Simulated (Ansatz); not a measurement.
Input for Ansatz (development build ahead of 0.2.0):

```yaml
crystal:
  periodic: [false, false, false]
  atoms:
    - { symbol: Be, position_ang: [0.0, 0.0, 0.0] }
    - { symbol: F, position_ang: [0.0, 0.0, 1.4971] }
basis:
  gaussian: { orbitals: def2-SVP }
magnetization:
  spin_polarized: true
  initial_magnetization: 1
hamiltonian:
  xc: hf
correlation:
  method: ccsd_t
  frozen_orbitals: { Be: 0, F: 1 }
scf:
  omitted_lower_state_checks: [starts, atomic_configurations, cluster_reference, orbital_swaps, given_window_search, neighbouring_geometries, increment]
```

The input is written out in the form of the current development build from the run's settings.

The run gave:

| Property | Result |
| --- | --- |
| Converged | yes |
| Reference energy | -114.00182 hartree |
| Correlation energy | -0.21294 hartree |
| Total energy | -114.21476 hartree |
| Stability test | minimum |
